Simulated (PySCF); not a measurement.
Choosing a molecule for a target property.

Each SMILES stands for a single optimised conformer of the isolated species, non-relativistic unless stated; the electronic structure was computed with PySCF and density fitting.

The conformers computed, where there is a choice (atom-mapped SMILES and torsion angles):
- `[N:1]#[C:2][CH2:3]/[CH:4]=[CH:5]/[F:6]`: C2–C3–C4–C5 -118°
- `[CH3:1][S:2][c:3]1[cH:4][n:5][cH:6][p:7][cH:8]1`: C1–S2–C3–C4 0°
- `[CH3:1]/[N:2]=[CH:3]/[SiH:4]([O:5][CH3:6])[O:7][CH3:8]`: N2–C3–Si4–O5 50°, C3–Si4–O5–C6 -54°, C3–Si4–O7–C8 -177°
- `[F:1]/[CH:2]=[CH:3]\[C@H:4]1[CH:5]=[N:6]1`: C2–C3–C4–C5 152°

Question: Wanted: HOMO energy between -8.1 eV and -6.9 eV (PBE0/def2-SVPD) and lowest triplet excitation (Tamm–Dancoff) above 4 eV (TDA PBE0/def2-SVPD), at GFN2-xTB geometries. Which candidate meets both?
A. `CSc1cncpc1`
B. `C(/[SiH](OC)OC)=N\C`
C. `F/C=C\[C@H]1C=N1`
D. `[SiH3]C([SiH3])Cl`
E. `N#CC/C=C/F`

Answer: D. Computed values:
```csv
species,HOMO energy,lowest triplet excitation (Tamm–Dancoff)
N#CC/C=C/F,-8.18 eV,4.42 eV
[SiH3]C([SiH3])Cl,-8.01 eV,5.60 eV
F/C=C\[C@H]1C=N1,-6.99 eV,3.67 eV
C(/[SiH](OC)OC)=N\C,-6.87 eV,3.43 eV
CSc1cncpc1,-6.62 eV,3.04 eV
```

Question: Wanted: electronic spatial extent ⟨r²⟩ about the centre of nuclear charge between 760 bohr² and 1000 bohr² (PBE0/def2-SVPD) and static isotropic polarisability below 100 au (PBE0/def2-SVPD), at GFN2-xTB geometries. Which candidate meets both?
A. `C(/[SiH](OC)OC)=N\C`
B. `[SiH3]C([SiH3])Cl`
C. `F/C=C\[C@H]1C=N1`
D. `CSc1cncpc1`
E. `N#CC/C=C/F`

Answer: B. Computed values:
```csv
species,electronic spatial extent ⟨r²⟩ about the centre of nuclear charge,static isotropic polarisability
F/C=C\[C@H]1C=N1,614 bohr²,53.7 au
N#CC/C=C/F,747 bohr²,51.9 au
[SiH3]C([SiH3])Cl,782 bohr²,81.2 au
CSc1cncpc1,1458 bohr²,113.2 au
C(/[SiH](OC)OC)=N\C,1547 bohr²,90.7 au
```

Question: Wanted: HOMO–LUMO gap below 6 eV (PBE0/def2-SVPD) and lowest singlet excitation below 4.3 eV (TDDFT PBE0/def2-SVPD), at GFN2-xTB geometries. Which candidate meets both?
A. `C/N=C/[SiH](OC)OC`
B. `CSc1cncpc1`
C. `N#CC/C=C/F`
D. `F/C=C\[C@H]1C=N1`

Answer: B. Computed values:
```csv
species,HOMO–LUMO gap,lowest singlet excitation
CSc1cncpc1,4.72 eV,3.67 eV
F/C=C\[C@H]1C=N1,5.95 eV,4.44 eV
C/N=C/[SiH](OC)OC,6.09 eV,4.25 eV
N#CC/C=C/F,7.73 eV,7.16 eV
```
